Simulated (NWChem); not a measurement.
System: Si₂NH₆OCl; SMILES [Si@@H](O[SiH3])(Cl)N

```xyz
11

N     -1.7609     0.6445     0.6328
Si    -0.5130     0.5910    -0.5362
Cl     0.9580     1.8472     0.1964
O      0.0593    -0.9447    -0.7023
Si     0.4536    -2.2395     0.2725
H     -2.6511     0.1806     0.4947
H     -1.8205     1.4089     1.2942
H     -0.8529     1.0380    -1.9065
H      1.4061    -3.1035    -0.4787
H     -0.7740    -3.0257     0.5960
H      1.0890    -1.7749     1.5409
```
Atoms are numbered in this order, from 1.

Results from NWChem. Coordinates come from a PBE0/def2-SVP optimisation.

For level PBE0/def2-TZVP:

* **highest occupied level (eV)**: -8.00
* **orbital gap (eV)**: 8.16

### Question
What are these values for level TPSSh/def2-TZVP?

### Answer
| Item | Value |
|---|---|
| highest occupied level (eV) | -7.20 |
| orbital gap (eV) | 7.05 |
